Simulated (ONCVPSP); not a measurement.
## PBE ONCV dataset for manganese (Mn), scalar-relativistic all-electron reference.

ONCVPSP 4.0.1 input, shortened (lines: element, Z, core and valence counts, functional; n l f; lmax; l rc ep ncon nbas qcut; lloc lpopt rc5 dvloc0; l nproj debl; icmod fcfact rcfact), PBE, scalar-relativistic:

```
  Mn 25.00    3    4        4      upf
    1    0    2.00
    2    0    2.00
    2    1    6.00
    3    0    2.00
    3    1    6.00
    3    2    5.00
    4    0    1.00
    2
    0    1.40    0.00    4    7    7.90
    1    1.30    0.00    5    8    8.50
    2    1.10    0.00    4    8   17.10
    4    5    1.00    0.00
    0    2    4.00
    1    1    2.20
    2    2    3.00
    2    0.20    0.70
```

All-electron outer shells of the reference configuration (PBE, scalar-relativistic, ld1.x):

| shell | level (eV) | outermost node (bohr) | outermost maximum (bohr) |
| --- | --- | --- | --- |
| 2p | -638.32 | – | 0.19 |
| 3s | -94.10 | 0.34 | 0.74 |
| 3p | -62.83 | 0.31 | 0.75 |
| 3d | -14.91 | – | 0.76 |
| 4s | -11.88 | 1.05 | 2.38 |

What the tests gave:

* Cutoffs needed: 90 Ha and 105 Ha (the cutoffs (Ha) at which the residual kinetic energy of the hardest occupied pseudo-wave falls to 1 and 0.1 mHa per electron)
* Ghost test: no bound ghost flagged; no localised positive-energy state flagged
* Largest excitation error: +21 meV (all-electron minus pseudo) for 3s2 3p6 3d5 4s0 4p2, out of 4 test configurations
* rms error of d²Exc/dni dnj: 2.15 mHa without and 1.38 mHa with the model core

Generation and tests took about 5 s on one core of a shared server CPU.
